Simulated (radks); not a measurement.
Problem. Au LXX, 10 electrons, occupied as [Ne] (the NIST ground configuration). Method: non-relativistic Kohn-Sham, LB94 model potential, spin-polarised, spherical densities, point nucleus; relativity is left out, which matters for an element this heavy; computed with a radial shooting solver on a logarithmic mesh with Libxc functionals. Some entries of the table are withheld. Estimate them.

orbital,occ.,eigenvalue (Ry),r(max) (bohr),<r> (bohr)
1s,2,-5845.656,0.01271,(1)
2s,2,(2),0.06857,0.07941
2p,6,-1305.614,0.05307,0.06699

Solution. 
(1) 1s <r> (bohr): 0.01913
(2) 2s eigenvalue (Ry): -1333.812
